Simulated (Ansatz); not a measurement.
# Nudged elastic band run: ClGeHO

The input (input.yaml):

```yaml
crystal:
  periodic: [false, false, false]
  atoms:
    - { symbol: O, position_ang: [-0.861787, 0.582741, -0.474331] }
    - { symbol: Ge, position_ang: [-0.615292, -0.618202, 0.812394] }
    - { symbol: Cl, position_ang: [1.586681, -0.865094, 0.588811] }
    - { symbol: H, position_ang: [-0.054003, 0.840356, -0.947074] }
basis:
  gaussian: { orbitals: def2-SVP }
hamiltonian:
  xc: r2scan
  dispersion: d4
neb:
  order_check: false
  images: 7
  f_tol: 0.05
  max_iterations: 60
  initial_path: idpp
  final_atoms:
    - { symbol: O, position_ang: [-0.1652485, 0.60476859, -0.65756261] }
    - { symbol: Ge, position_ang: [-0.44548984, -0.54037039, 0.68660372] }
    - { symbol: Cl, position_ang: [1.65198171, -1.15582189, 0.89948831] }
    - { symbol: H, position_ang: [-0.98564437, 1.03122468, -0.94872942] }
```

Run as:

```bash
$ ansatz run input.yaml --threads 1 --pin off --max-ram 2048MiB --backend cpu --events-out ev --progress --plain --runs-dir out
```

Output, in part (warnings, iteration lines, the closing report on the highest movable image, with atoms numbered from 0):

```
NEB end point (image 0): max|allowed force component| = 1.324e-2 eV/Å (the criterion of neb.relax_end_points is 1.000e-2)
NEB end point (image 8): max|allowed force component| = 1.297e-2 eV/Å (the criterion of neb.relax_end_points is 1.000e-2)
NEB iter   1: max|band force component| = 1.664e0 eV/Å  barrier→ = 0.5259 eV  barrier← = 0.4094 eV  Δτ_max = 0.0989 Å  (232 SCF iters)
NEB iter   2: max|band force component| = 7.128e-1 eV/Å  barrier→ = 0.4428 eV  barrier← = 0.3263 eV  Δτ_max = 0.0522 Å  (199 SCF iters)
NEB iter   3: max|band force component| = 3.288e-1 eV/Å  barrier→ = 0.4300 eV  barrier← = 0.3135 eV  CI = image 5  Δτ_max = 0.0217 Å  (202 SCF iters)
NEB iter   4: max|band force component| = 2.254e-1 eV/Å  barrier→ = 0.4286 eV  barrier← = 0.3120 eV  CI = image 5  Δτ_max = 0.0079 Å  (188 SCF iters)
NEB iter   5: max|band force component| = 1.010e-1 eV/Å  barrier→ = 0.4283 eV  barrier← = 0.3118 eV  CI = image 5  Δτ_max = 0.0052 Å  (192 SCF iters)
NEB iter   6: max|band force component| = 2.622e-2 eV/Å  barrier→ = 0.4282 eV  barrier← = 0.3117 eV  CI = image 5  Δτ_max = 0.0000 Å  (383 SCF iters)
Total energy: -71091.03127724 eV, -2612.5472122069 hartree
Atom 0 at    -0.271189     0.587136    -0.596301 Å, force     0.025683     0.011674    -0.001836 eV/Å
Atom 1 at    -0.744102    -0.484392     0.686714 Å, force    -0.011960    -0.010553     0.008967 eV/Å
Atom 2 at     1.236423    -1.356377     1.218785 Å, force    -0.001128     0.001784    -0.002258 eV/Å
Atom 3 at    -0.165533     1.193434    -1.329398 Å, force    -0.012594    -0.002904    -0.004873 eV/Å
Dipole moment:    -0.388150     0.341007    -0.310495 e Å
```

The forces met the threshold. A vibrational analysis at the climbing image gives 2 clearly imaginary modes (629i, 283i cm⁻¹): a point of higher order, so a lower path passes nearby.

Final band (atoms are numbered from 1 in the order of the input):

```tsv
image	path coordinate (Å)	energy (kJ/mol)	angle H4–O1–Ge2 (°)
0	0.00	0.0	115
1	0.20	2.5	123
2	0.40	9.3	133
3	0.61	20.3	147
4	0.81	34.3	167
5	1.01	41.3	171
6	1.21	33.1	149
7	1.42	18.1	128
8	1.62	11.2	112
```

Time of the run: 89 s on 1 thread of Intel(R) Xeon(R) Platinum 8488C (Sapphire Rapids), on a shared host, peak memory 0.14 GiB.
